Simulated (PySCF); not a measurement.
Species: C5H5OS (doublet state).
Geometry (GFN2-xTB, Å), atoms numbered from 1 in this order:
```xyz
12
C5H5OS angstrom
S      2.9029   -0.1050    1.0136
C      1.5492    0.8342    0.4845
C      0.3369    0.3008    0.0964
C     -0.8262    0.9442   -0.3474
C     -1.7595   -0.0672   -0.6092
C     -1.1443   -1.2530   -0.3226
O      0.1212   -1.0502    0.1050
H      2.3064   -1.2880    0.8814
H      1.7098    1.8952    0.4732
H     -0.9539    2.0005   -0.4580
H     -2.7623    0.0571   -0.9647
H     -1.4789   -2.2693   -0.3783
```

The hyperfine couplings belong to this conformer and change with its torsions.

The species is `S[CH]c1ccco1` [radical].

Method used: PySCF 2.14.0, UKS B3LYP, pcH-1 on C H O S, non-relativistic, mean-field spin-orbit, GIAO. One conformer (not necessarily the lowest) at the GFN2-xTB geometry, without solvent, vibrations or thermal averaging. A GFN2-xTB geometry isn't a minimum of the functional, and hyperfine couplings can be far from their values at a DFT geometry. No stability test was run, so a lower SCF solution isn't excluded. ⟨S²⟩ is 0.773 where a pure state has 0.75.

Principal values of hyperfine tensors in MHz (contact, dipolar and spin–orbit terms together), for some of the nuclei:

```
atom  isotope      A1      A2      A3
  C2      13C    6.36    7.13  152.42
  H9       1H  -59.87  -39.45  -14.88
  C4      13C    3.79    4.02   87.31
  C6      13C    0.51    1.94   78.56
  C5      13C  -38.91  -16.97  -16.22
 H10       1H  -35.22  -24.28   -9.87
 H12       1H  -35.12  -22.87   -9.39
 H11       1H    3.02    5.60    8.24
```

Task: Give the isotropic coupling of each nucleus in MHz and in mT (g = 2.0040), and the anisotropic part.

Result: a_iso = (A1 + A2 + A3)/3, Ti = Ai − a_iso; 1 mT corresponds to 28.048 MHz. The tensors hold a spin–orbit part: the run splits a_iso into a_FC + a_SO, and T includes its anisotropic share.

```tsv
atom	a_iso (MHz)	a_FC	a_SO	a_iso (mT)	T1	T2	T3
C2	55.30	55.06	0.24	1.972	-48.94	-48.17	97.11
H9	-38.07	-38.14	0.08	-1.357	-21.80	-1.39	23.19
C4	31.71	31.79	-0.08	1.130	-27.92	-27.69	55.61
C6	27.00	26.99	0.01	0.963	-26.49	-25.06	51.56
C5	-24.03	-24.04	0.01	-0.857	-14.88	7.06	7.81
H10	-23.12	-23.12	0.00	-0.824	-12.10	-1.16	13.26
H12	-22.46	-22.48	0.01	-0.801	-12.66	-0.41	13.07
H11	5.62	5.62	0.00	0.200	-2.60	-0.02	2.62
```

Task: What spin density at the nucleus of C5 lies behind its contact coupling (g_N = 1.40482)?

Result: a_FC = (2μ0/3) gₑ μB g_N μN ρ(0)/(2S·h) = 800.24 MHz × g_N × ρ(0)/(2S), with ρ in bohr⁻³. With a_FC = -24.04 MHz and 2S = 1, ρ(0) = -0.02139 bohr⁻³.

Task: C3 (13C, g_N = 1.40482) isn't in the table. Its spin density at the nucleus is -0.0366 bohr⁻³. What is its contact coupling?

Result: By the same relation, a_FC = -41.1 MHz. Its full tensor has the principal values -64.56, -31.57, -27.26 MHz.

Task: Which nucleus of the table has the largest anisotropic coupling, and what is its form?

Result: C2: -48.9, -48.2, 97.1 MHz (the dipolar term alone has -49.3, -48.0, 97.4), axial, in the ratio −1:−1:+2, the form that spin in one p orbital centred on that nucleus gives.

Task: What first-order splitting does C4 cause when the field lies along A1, A2 or A3 of its tensor (g taken as isotropic, no quadrupole term)?

Result: 2 lines (I = 1/2), spaced by |A_i|/(g × 13.996): 0.14, 0.14, 3.11 mT along the axes of A1, A2 and A3.

The run took 50 s of wall time (grids of density and orbitals included) on one thread of an Arm Neoverse V1, no GPU, on a shared host, and the process peaked at 0.91 GiB of memory.
